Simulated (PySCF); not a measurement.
# Cr(2+) (chromium, charge +2) across methods

[Ar] 3d4, high-spin 5D determinant. All numbers are calculated (PySCF 2.14, scalar relativity by spin-free X2C-1e, in aug-cc-pwCVTZ-DK (10s9p7d4f3g, 127 functions)).

```
method  E (hartree)  mean ε 3p α (eV)  mean ε 3p β (eV)  mean ε 3d α (eV)  Σ⟨r²⟩ (bohr²)   ⟨S²⟩
   LDA    -1047.566           -67.728           -63.896           -24.320          16.59  6.000
r2SCAN    -1049.873           -69.469           -64.389           -24.464          16.39  6.001
  TPSS    -1049.932           -68.180           -63.975           -24.085          16.52  6.000
   PBE    -1049.665           -67.776           -63.769           -24.174          16.58  6.000
  PBE0    -1049.703           -71.939           -66.515           -26.391          16.41  6.000
   UHF  -1048.88341           -83.578           -73.306           -32.427          16.15  6.001
M06-2X    -1049.911           -75.319           -69.322           -28.509          16.28  6.001
```

Problem. Estimate the same row for LC-wPBE.

Solution. E (hartree) = -1049.741; mean ε 3p α (eV) = -73.618; mean ε 3p β (eV) = -69.202; mean ε 3d α (eV) = -29.171; Σ⟨r²⟩ (bohr²) = 16.46; ⟨S²⟩ = 6.000.
